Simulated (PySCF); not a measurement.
CH9N3Sn, SMILES [CH3][Sn]([NH2])([NH2])[NH2].

The structure is a stationary point at PBE-D3(BJ)/def2-SVP. The def2 effective core potentials stand for the cores of Sn; spin–orbit coupling is left out. The values are those of a single conformer.

These are PBE-D3(BJ)/def2-SVP (PySCF) values and carry that method's errors.

Frequencies are harmonic and unscaled.

```json
[
 {"mode": "1", "ν (cm⁻¹)": "17", "IR (km/mol)": "0.4", "moving atoms (share of kinetic energy)": "H 99 %"},
 {"mode": "2", "ν (cm⁻¹)": "105", "IR (km/mol)": "13.8", "moving atoms (share of kinetic energy)": "H 96 %"},
 {"mode": "3", "ν (cm⁻¹)": "126", "IR (km/mol)": "1.2", "moving atoms (share of kinetic energy)": "N 42 %, C 28 %, H 27 %"},
 {"mode": "4", "ν (cm⁻¹)": "130", "IR (km/mol)": "1.9", "moving atoms (share of kinetic energy)": "H 45 %, N 41 %, C 14 %"},
 {"mode": "5", "ν (cm⁻¹)": "140", "IR (km/mol)": "5.6", "moving atoms (share of kinetic energy)": "H 45 %, N 39 %, Sn 12 %"},
 {"mode": "6", "ν (cm⁻¹)": "141", "IR (km/mol)": "0.4", "moving atoms (share of kinetic energy)": "H 34 %, N 30 %, C 20 %, Sn 15 %"},
 {"mode": "7", "ν (cm⁻¹)": "163", "IR (km/mol)": "13.4", "moving atoms (share of kinetic energy)": "N 55 %, H 22 %, Sn 19 %"},
 {"mode": "8", "ν (cm⁻¹)": "191", "IR (km/mol)": "61.3", "moving atoms (share of kinetic energy)": "H 65 %, N 31 %"},
 {"mode": "9", "ν (cm⁻¹)": "227", "IR (km/mol)": "9.7", "moving atoms (share of kinetic energy)": "H 66 %, N 33 %"},
 {"mode": "10", "ν (cm⁻¹)": "489", "IR (km/mol)": "1.4", "moving atoms (share of kinetic energy)": "C 51 %, N 30 %, H 16 %"},
 {"mode": "11", "ν (cm⁻¹)": "516", "IR (km/mol)": "284.7", "moving atoms (share of kinetic energy)": "N 64 %, H 26 %, Sn 9 %"},
 {"mode": "12", "ν (cm⁻¹)": "521", "IR (km/mol)": "9.5", "moving atoms (share of kinetic energy)": "N 64 %, H 15 %, C 13 %"},
 {"mode": "13", "ν (cm⁻¹)": "534", "IR (km/mol)": "146.5", "moving atoms (share of kinetic energy)": "N 63 %, H 20 %, Sn 10 %"},
 {"mode": "14", "ν (cm⁻¹)": "601", "IR (km/mol)": "31.3", "moving atoms (share of kinetic energy)": "H 68 %, N 25 %"},
 {"mode": "15", "ν (cm⁻¹)": "620", "IR (km/mol)": "44.9", "moving atoms (share of kinetic energy)": "H 72 %, N 21 %"},
 {"mode": "16", "ν (cm⁻¹)": "633", "IR (km/mol)": "30.5", "moving atoms (share of kinetic energy)": "H 80 %, N 19 %"},
 {"mode": "17", "ν (cm⁻¹)": "705", "IR (km/mol)": "24.9", "moving atoms (share of kinetic energy)": "H 86 %, C 13 %"},
 {"mode": "18", "ν (cm⁻¹)": "708", "IR (km/mol)": "35.0", "moving atoms (share of kinetic energy)": "H 82 %, C 14 %"},
 {"mode": "19", "ν (cm⁻¹)": "791", "IR (km/mol)": "11.1", "moving atoms (share of kinetic energy)": "H 89 %"},
 {"mode": "20", "ν (cm⁻¹)": "839", "IR (km/mol)": "36.8", "moving atoms (share of kinetic energy)": "H 89 %, N 9 %"},
 {"mode": "21", "ν (cm⁻¹)": "847", "IR (km/mol)": "13.5", "moving atoms (share of kinetic energy)": "H 90 %, N 10 %"},
 {"mode": "22", "ν (cm⁻¹)": "1148", "IR (km/mol)": "2.9", "moving atoms (share of kinetic energy)": "H 82 %, C 18 %"},
 {"mode": "23", "ν (cm⁻¹)": "1380", "IR (km/mol)": "1.2", "moving atoms (share of kinetic energy)": "H 95 %"},
 {"mode": "24", "ν (cm⁻¹)": "1387", "IR (km/mol)": "2.5", "moving atoms (share of kinetic energy)": "H 95 %"},
 {"mode": "25", "ν (cm⁻¹)": "1487", "IR (km/mol)": "11.8", "moving atoms (share of kinetic energy)": "H 92 %, N 8 %"},
 {"mode": "26", "ν (cm⁻¹)": "1487", "IR (km/mol)": "0.0", "moving atoms (share of kinetic energy)": "H 92 %, N 8 %"},
 {"mode": "27", "ν (cm⁻¹)": "1488", "IR (km/mol)": "17.3", "moving atoms (share of kinetic energy)": "H 92 %, N 8 %"},
 {"mode": "28", "ν (cm⁻¹)": "2991", "IR (km/mol)": "4.8", "moving atoms (share of kinetic energy)": "H 98 %"},
 {"mode": "29", "ν (cm⁻¹)": "3107", "IR (km/mol)": "2.5", "moving atoms (share of kinetic energy)": "H 90 %, C 10 %"},
 {"mode": "30", "ν (cm⁻¹)": "3111", "IR (km/mol)": "2.5", "moving atoms (share of kinetic energy)": "H 90 %, C 10 %"},
 {"mode": "31", "ν (cm⁻¹)": "3402", "IR (km/mol)": "5.8", "moving atoms (share of kinetic energy)": "H 96 %"},
 {"mode": "32", "ν (cm⁻¹)": "3403", "IR (km/mol)": "0.7", "moving atoms (share of kinetic energy)": "H 96 %"},
 {"mode": "33", "ν (cm⁻¹)": "3411", "IR (km/mol)": "5.7", "moving atoms (share of kinetic energy)": "H 96 %"},
 {"mode": "34", "ν (cm⁻¹)": "3501", "IR (km/mol)": "4.7", "moving atoms (share of kinetic energy)": "H 92 %, N 8 %"},
 {"mode": "35", "ν (cm⁻¹)": "3501", "IR (km/mol)": "1.2", "moving atoms (share of kinetic energy)": "H 92 %, N 8 %"},
 {"mode": "36", "ν (cm⁻¹)": "3510", "IR (km/mol)": "4.9", "moving atoms (share of kinetic energy)": "H 92 %, N 8 %"}
]
```
